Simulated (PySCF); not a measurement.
**HBr⁺: mean field, correlation and small terms against distance**

State: ²Π, doublet, unpaired electrons π ↑. ROHF-based CCSD(T) in PySCF 2.14 with H aug-cc-pVTZ, Br aug-cc-pVTZ-PP with ECP10 and H aug-cc-pVQZ, Br aug-cc-pVQZ-PP with ECP10 (frozen core orbitals: 9; scalar-relativistic core potentials). Correlation energies are extrapolated as n⁻³ (n = 3, 4), Hartree–Fock as (n+1)·exp(−9√n). CV is the change on freezing 4 orbitals instead, in H cc-pVTZ, Br cc-pwCVTZ-PP with ECP10. All energies in eV from H + Br⁺.

| R (Å) | HF/CBS | CCSD corr. | (T) | CV | total |
| --- | --- | --- | --- | --- | --- |
| 1.2874 | -2.535 | -1.087 | -0.0391 | -0.0499 | -3.711 |
| 1.3460 | -2.765 | -1.103 | -0.0422 | -0.0400 | -3.950 |
| 1.4045 | -2.864 | -1.121 | -0.0455 | -0.0321 | -4.062 |
| 1.4630 | -2.865 | -1.141 | -0.0490 | -0.0260 | -4.081 |
| 1.5215 | -2.794 | -1.163 | -0.0527 | -0.0212 | -4.031 |
| 1.5947 | -2.631 | -1.192 | -0.0576 | -0.0166 | -3.898 |
| 1.6678 | -2.413 | -1.223 | -0.0630 | -0.0133 | -3.713 |

A fit to the total gives Re = 1.4473 Å, De = 4.084 eV, ωe = 2446.4 cm⁻¹, Be = 8.088 cm⁻¹ (masses 1.0078 and 78.9183 u).

Question: At R = 1.4630 Å the CCSD correlation energy is -0.167859 hartree in the smaller basis and -0.179094 in the larger. Extrapolate it.

Answer: (4³·E4 − 3³·E3)/(4³ − 3³) = -0.18729 hartree; the larger basis holds 95.6 % of it.

The T1 diagnostic is 0.015. The state was picked by a PBE0 search and need not be the measured ground state. Spin–orbit coupling, excitations beyond (T) and corrections to the Born–Oppenheimer picture are left out.
